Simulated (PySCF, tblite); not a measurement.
Isomers of C6H7N2 (doublet state), one GFN2-xTB conformer each. Single-point energies are computed at B3LYP/pcH-1 (PySCF, gas phase, no added dispersion term), electronic only. GFN2-xTB treats the open shell by occupation alone, and not every SCF solution was tested for stability.

Question: Rank them by B3LYP/pcH-1 energy, lowest first (kJ/mol).
A. `[CH2:1][C:2](=[CH2:3])/[N:4]=[CH:5]\[CH2:6][C:7]#[N:8]` (doublet state) with H–C1–C2–C3 4° and 179°, C1–C2–N4–C5 -62°, N4–C5–C6–C7 106°
B. `[H]/N=C1\C[C@H]2C=N[C]1C2` [radical]

Answer: A (0.0), B (91.5).

As drawn, the higher has an N–H bond, which the lower lacks. GFN2-xTB itself gives, in the same order: 36.0, 0.0. GFN2-xTB puts [H]/N=C1\C[C@H]2C=N[C]1C2 lowest instead.

What happens when harmonic zero-point energies from GFN2-xTB frequencies are added?

| SMILES | ZPE (kJ/mol) | electronic (kJ/mol) | with ZPE (kJ/mol) |
| --- | --- | --- | --- |
| [CH2]C(=C)/N=C\CC#N | 293.4 | 0.0 | 0.0 |
| [H]/N=C1\C[C@H]2C=N[C]1C2 | 310.7 | 91.5 | 108.8 |

The zero-point energies span 17.3 kJ/mol. The order is unchanged.
